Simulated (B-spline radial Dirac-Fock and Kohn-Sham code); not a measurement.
## How the settings move the core levels of Al⁺

ΔSCF core binding energies without Breit or QED terms, calculated with a radial B-spline solver. Keys: rel is the Hamiltonian (dirac, or spin-free x2c and nr, where L3 and M5 stand for the whole 2p and 3d shells), method is hf or an exchange,correlation pair (spin-unpolarised, also for the hole states), nuc the nuclear model, radius_factor scales its radius, rmax is the box in bohr, h the logarithmic mesh step, order the B-spline order, points the quadrature points per cell, c_factor scales the speed of light, and damp, ndamp, maxit and tol steer the iteration. The run stops when the commutator error falls below 10·tol·max(1, Z/10), or the numerical noise floor, and the energy has settled to about 1e-8 Ha; the virial ratio is −V/T.

Base input:

```json
{"items": [{"Z": 13, "q": 1, "cfg": [[1, 0, 2], [2, 0, 2], [2, 1, 6], [3, 0, 2]], "A": 27, "rrms": 3.061, "do": "settings", "holes": ["K", "L3", "M5"],
  "settings": [{"rel": "dirac", "method": "hf", "nuc": "fermi", "radius_factor": 1.0, "rmax": 45.0, "h": 0.3, "order": 8, "points": 10, "c_factor": 1.0, "maxit": 60, "damp": 0.5, "ndamp": 3, "tol": 1e-08}]}]}
```

The ground state converged in 9 iterations, with total energy -242.12905 Ha, virial ratio 1.99624 and highest orbital energy -17.78 eV. ΔSCF binding energies: K (1s) 1579.6 eV, L3 (2p3/2) 90.48 eV. Holes are computed only in closed shells, and unreliable hole states are left out.

Changes from the base run:

| changed setting | Δ total energy (Ha) | Δ K (eV) | Δ L3 (eV) | iterations |
| --- | --- | --- | --- | --- |
| rel = "x2c"; nuc = "gauss"; rmax = 30.0 | ? | ? | ? | ? |
| order = 7 | 0.00000 | 0.00 | 0.00 | 9 |
| h = 0.12 | 0.00000 | 0.00 | 0.00 | 9 |
| method = "pw91,pw91"; h = 0.12; c_factor = 0.9 | -0.56934 | +12.83 | +2.31 | 9 |
| radius_factor = 0.5 | -0.00010 | 0.00 | 0.00 | 9 |
| tol = 0.0001 | 0.00000 | 0.00 | 0.00 | 8 |
| nuc = "gauss" | 0.00000 | 0.00 | 0.00 | 9 |

Question: What does the change rel = "x2c"; nuc = "gauss"; rmax = 30.0 do?

Answer: The total energy moves by +0.01719 Ha and the binding energies by K -0.37 eV, L3 +0.14 eV; the run takes 9 iterations.
